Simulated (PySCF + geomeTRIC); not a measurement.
Calculation: B3LYP-D3(BJ)/def2-TZVP run with PySCF + geomeTRIC. fastk is a local helper that only speeds up exchange builds. No frequencies were computed at this level.

```python
import json, numpy as np
from pyscf import gto, dft
from fastk import lowrank_exchange
atoms = """
C     -1.697544     0.218016    -0.036327
C     -0.453011     0.270220     0.422380
N      0.539149    -0.490890    -0.164217
C      1.717402    -0.436791     0.275729
H     -2.488667     0.799936     0.401952
H     -1.945189    -0.417069    -0.868669
H     -0.180530     0.908823     1.266942
H      2.034301     0.189170     1.118988
H      2.474099    -1.041411    -0.200912
"""
def scf(charge, spin, dm0=None):
    mol = gto.M(atom=atoms, basis='def2-tzvp', ecp={}, charge=charge, spin=spin, verbose=3, max_memory=5040)
    mf = dft.KS(mol, xc='b3lyp').density_fit(auxbasis="def2-universal-jkfit")
    mf.disp = 'd3bj'
    mf.grids.level = 3
    mf.conv_tol = 1e-8
    mf.max_cycle = 60
    mf.kernel(dm0)
    if not mf.converged:
        mf = mf.newton().run(mf.mo_coeff, mf.mo_occ).undo_soscf()
    return mf
mf = scf(0, 0)
from pyscf.geomopt.geometric_solver import kernel as optimize
path = []
done, mol = optimize(mf, maxsteps=80, assert_convergence=False, callback=lambda env: path.append((env["energy"], bool(env["g_scanner"].converged))))
res = dict(converged=bool(done and path[-1][1]), energy=path[-1][0], path=[e for e, c in path], xyz=mol.atom_coords(unit="Angstrom").tolist(), nao=mol.nao)
json.dump(res, open("result.json", "w"))
```

Output:

```
converged SCF energy = -172.107784423192
Geometry optimization cycle 1
converged SCF energy = -172.107784423927
cycle 1: E = -172.107784424  dE = -172.108  norm(grad) = 0.0188403
Geometry optimization cycle 2
converged SCF energy = -172.107700365412
cycle 2: E = -172.107700365  dE = 8.40585e-05  norm(grad) = 0.0190767
Geometry optimization cycle 3
converged SCF energy = -172.108284947499
cycle 3: E = -172.108284947  dE = -0.000584582  norm(grad) = 0.00708572
Geometry optimization cycle 4
converged SCF energy = -172.108243408317
cycle 4: E = -172.108243408  dE = 4.15392e-05  norm(grad) = 0.0068011
Geometry optimization cycle 5
converged SCF energy = -172.108354573884
cycle 5: E = -172.108354574  dE = -0.000111166  norm(grad) = 0.00196992
Geometry optimization cycle 6
converged SCF energy = -172.108358855625
cycle 6: E = -172.108358856  dE = -4.28174e-06  norm(grad) = 0.000929247
Geometry optimization cycle 7
converged SCF energy = -172.108363090291
cycle 7: E = -172.10836309  dE = -4.23467e-06  norm(grad) = 0.000282777
Geometry optimization cycle 8
converged SCF energy = -172.108363301208
cycle 8: E = -172.108363301  dE = -2.10917e-07  norm(grad) = 7.05667e-05
<class 'geometric.internal.Distance'> : 8
<class 'geometric.internal.Angle'> : 7
<class 'geometric.internal.OutOfPlane'> : 3
<class 'geometric.internal.Dihedral'> : 8
<class 'geometric.internal.TranslationX'> : 1
<class 'geometric.internal.TranslationY'> : 1
<class 'geometric.internal.TranslationZ'> : 1
<class 'geometric.internal.RotationA'> : 1
<class 'geometric.internal.RotationB'> : 1
<class 'geometric.internal.RotationC'> : 1
Step    0 : Gradient = 6.280e-03/1.145e-02 (rms/max) Energy = -172.1077844239
Step    1 : Displace = 6.987e-02/1.006e-01 (rms/max) Trust = 1.000e-01 (=) Grad = 6.359e-03/1.185e-02 (rms/max) E (change) = -172.1077003654 (+8.406e-05) Quality = -0.108
Step    2 : Displace = 3.636e-02/5.164e-02 (rms/max) Trust = 3.493e-02 (-) Grad = 2.362e-03/3.934e-03 (rms/max) E (change) = -172.1082849475 (-5.846e-04) Quality = 0.816
Step    3 : Displace = 1.563e-02/3.139e-02 (rms/max) Trust = 4.940e-02 (+) Grad = 2.267e-03/3.699e-03 (rms/max) E (change) = -172.1082434083 (+4.154e-05) Quality = -0.288
Step    4 : Displace = 7.794e-03/1.926e-02 (rms/max) Trust = 7.815e-03 (-) Grad = 6.566e-04/1.234e-03 (rms/max) E (change) = -172.1083545739 (-1.112e-04) Quality = 0.963
Step    5 : Displace = 6.089e-03/1.251e-02 (rms/max) Trust = 1.105e-02 (+) Grad = 3.097e-04/5.286e-04 (rms/max) E (change) = -172.1083588556 (-4.282e-06) Quality = 0.350
Step    6 : Displace = 3.257e-03/6.085e-03 (rms/max) Trust = 1.105e-02 (=) Grad = 9.426e-05/1.639e-04 (rms/max) E (change) = -172.1083630903 (-4.235e-06) Quality = 0.858
Step    7 : Displace = 5.187e-04/1.180e-03 (rms/max) Trust = 1.563e-02 (+) Grad = 2.352e-05/4.844e-05 (rms/max) E (change) = -172.1083633012 (-2.109e-07) Quality = 0.840
Converged! =D
```

Cost: about 110 core-seconds (a rough figure).
